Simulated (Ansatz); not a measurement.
```yaml
crystal:
  periodic: [false, false, false]
  atoms:
    - {symbol: O, position_ang: [-2.026502, 0.544853, -0.477952]}
    - {symbol: Sn, position_ang: [-0.104280, 0.942966, -0.183180]}
    - {symbol: Al, position_ang: [1.127383, -1.279515, 0.645875]}
    - {symbol: H, position_ang: [-2.165000, -0.182091, -1.088735]}
    - {symbol: H, position_ang: [0.496858, 1.590189, -1.660453]}
    - {symbol: H, position_ang: [-0.206426, 2.222310, 0.944997]}
    - {symbol: H, position_ang: [0.503430, -2.689503, 0.269247]}
    - {symbol: H, position_ang: [2.466638, -1.206410, 1.494299]}
basis:
  gaussian: {orbitals: ANO-RCC-VTZP}
hamiltonian: {xc: {name: HF}}
correlation: {method: mp2, frozen_orbitals: {O: 9}}
```

```sh
$ ansatz run in.yaml --threads 2 --pin off --events-out ev --progress --plain --max-ram 4352MiB
```

Output, abridged:

```
Functional definition: HF
Error: "frozen_orbitals" has no count for Sn
```

In this input frozen orbitals are typed for one element alone, and the program wants a count for each. The input was rejected before any iteration.
